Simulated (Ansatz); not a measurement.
Consider the redistribution: `[F][SnH]([Cl])[O][SiH3]` + `C[N]=[W](=[O])([F])[O]C` → `C[O][SnH]([F])[O][SiH3]` + `C[N]=[W](=[O])([F])[Cl]`.

Gas-phase electronic energies from Ansatz, PBE0-D4/def2-TZVP geometries. CCSD(T)/CBS adds triple-zeta CCSD(T) − MP2 to the extrapolated MP2 energy (def2 sets, frozen cores). Functionals use def2-TZVPP. B3LYP here is the variant with VWN-RPA as its local correlation; programs differ in this. Elements past krypton have def2 core potentials. For Sn, W outer-core shells are correlated without core-valence functions, which leaves a few kJ/mol of doubt a bond. One conformer a species, not always the lowest.

| level | ΔE (kJ/mol) | difference from CCSD(T)/CBS |
| --- | --- | --- |
| r2SCAN-D4 | 46.4 | 5.8 |
| B3LYP-D4 | 48.9 | 8.3 |
| PBE | 45.9 | 5.3 |
| r2SCAN | 46.6 | 6.0 |
| B3LYP | 50.2 | 9.6 |
| HF/def2-TZVPP | 58.6 | 18.0 |
| MP2/def2-TZVPP | 31.3 | -9.3 |
| CCSD(T)/def2-TZVPP | 41.9 | 1.3 |
| HF/def2-QZVPP | 58.2 | 17.6 |
| HF/CBS(def2) | 58.1 | 17.5 |
| CCSD(T)/CBS | 40.6 | 0 |

Largest T1 diagnostic among the species: 0.020, so the coupled-cluster value is less sure than usual.

In def2-TZVPP, CCSD(T) changes the Hartree–Fock value by −16.7 kJ/mol (the triples alone add −3.1 kJ/mol) and MP2 by −27.3 kJ/mol.

CCSD(T)/CBS has its own doubt, a few kJ/mol and more with outer-core shells, so smaller differences from it don't rank the levels.
